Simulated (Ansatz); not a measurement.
`B[SiH2]/C=C/O` and `O/C=C\F` differ in one atom or group (the configuration at the double bond changes too).

Ansatz, PBE0-D4/def2-TZVP geometries, multiplicity 1. Each molecule was computed in one conformer, which needn't be the lowest.

```
                                      property  `B[SiH2]/C=C/O`
             HOMO energy (PBE/def2-TZVPP) / eV            -5.60
            HOMO energy (PBE0/def2-TZVPP) / eV            -6.60
       HOMO–LUMO gap (ωB97M-V/def2-TZVPP) / eV            10.01
size of the dipole moment (PBE/def2-TZVPP) / D             2.70
         HOMO–LUMO gap (B3LYP/def2-TZVPP) / eV             5.68
         LUMO energy (ωB97M-V/def2-TZVPP) / eV             1.40
```

(1) Give the same properties after the change, and the shifts. (An estimate is asked.)

Results:

(1) Ansatz gave: 
```csv
property,`O/C=C\F`,shift
HOMO energy (PBE/def2-TZVPP) / eV,-5.46,0.14
HOMO energy (PBE0/def2-TZVPP) / eV,-6.78,-0.18
HOMO–LUMO gap (ωB97M-V/def2-TZVPP) / eV,11.68,1.67
size of the dipole moment (PBE/def2-TZVPP) / D,0.56,-2.14
HOMO–LUMO gap (B3LYP/def2-TZVPP) / eV,7.18,1.50
LUMO energy (ωB97M-V/def2-TZVPP) / eV,2.63,1.23
```

With PBE0 the HOMO falls by 0.18 eV and the LUMO rises by 1.40 eV, so the gap widens by about 1.58 eV. PBE moves the HOMO by 0.14 eV and ωB97M-V by -0.44 eV. Dipoles are sizes alone; their direction can turn.

B3LYP here is the variant with VWN-RPA as its local correlation; programs differ in this.
